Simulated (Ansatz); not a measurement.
A nudged elastic band was laid between two geometries of C2H4INO (9 atoms, charge 0, multiplicity 1).

Method: RKS r2SCAN-D4/def2-SVP (Ansatz).

```
movable images  : 5
climbing image  : yes
spring          : 5.0 eV/Å²
optimiser       : quadratic models (default)
start path      : IDPP
force threshold : 0.05 eV/Å
iteration limit : 60
end points      : relaxed
```

Initial state:

```xyz
9
Properties=species:S:1:pos:R:3
N 0.600 -0.229 -1.061
C 0.101 -0.203 0.229
O 0.554 -1.213 1.018
C -0.728 0.718 0.771
I -1.716 2.170 -0.371
H 0.257 0.527 -1.650
H 0.498 -1.133 -1.521
H 1.459 -1.413 0.729
H -0.938 0.731 1.839
```

Final state:

```xyz
9
Properties=species:S:1:pos:R:3
N 0.614 -0.174 -1.183
C 0.093 -0.146 0.113
O 0.609 -1.095 0.924
C -0.815 0.754 0.544
I -1.336 0.971 2.557
H 0.284 0.588 -1.769
H 0.464 -1.069 -1.652
H 1.493 -1.311 0.591
H -1.319 1.435 -0.141
```

**Question.** What changes between the two ends?

**Answer.** No bond is made or broken. The dihedral O3–C2–C4–I5 goes from -171 to 9°.

**Question.** What energy profile does the band end with?

**Answer.** The run converged. The highest image is number 3 of 0 to 6, 1.88 eV above the first end and 1.82 eV above the last; the last end lies 0.06 eV above the first. A vibrational analysis at the climbing image gives one clearly imaginary mode, 357i cm⁻¹: a first-order saddle point.

```
image  path coordinate (Å)  energy (eV)  dihedral O3–C2–C4–I5 (°)
    0                 0.00         0.00                      -171
    1                 1.10         0.31                       160
    2                 2.20         1.19                       104
    3                 3.30         1.88                        61
    4                 4.19         1.18                        42
    5                 5.08         0.34                        26
    6                 5.96         0.06                         9
```

**Question.** What is the geometry of the highest image?

**Answer.** 
```xyz
9
Properties=species:S:1:pos:R:3:forces:R:3
N 0.029 -0.598 -1.152 0.00 0.00 0.00
C 0.004 -0.127 0.094 0.03 -0.01 0.02
O 0.935 -0.580 0.936 -0.02 0.01 -0.02
C -1.049 0.800 0.425 0.00 0.00 0.00
I 0.058 2.621 1.057 0.00 0.00 0.00
H -0.690 -0.215 -1.760 0.00 0.00 0.00
H 0.687 -1.288 -1.508 0.00 0.00 0.00
H 1.609 -1.137 0.508 0.00 0.00 0.00
H -1.495 0.477 1.383 0.00 0.00 0.00
```

**Question.** What are the harmonic wavenumbers there?

**Answer.** 357i, 144, 296, 364, 494, 527, 566, 623, 715, 788, 948, 1031, 1074, 1154, 1407, 1460, 1621, 3078, 3494, 3656, 3660 cm⁻¹.

Time of the run: 5.3 min on 2 threads of Arm Neoverse V1 (shared host), peak memory 0.22 GiB.
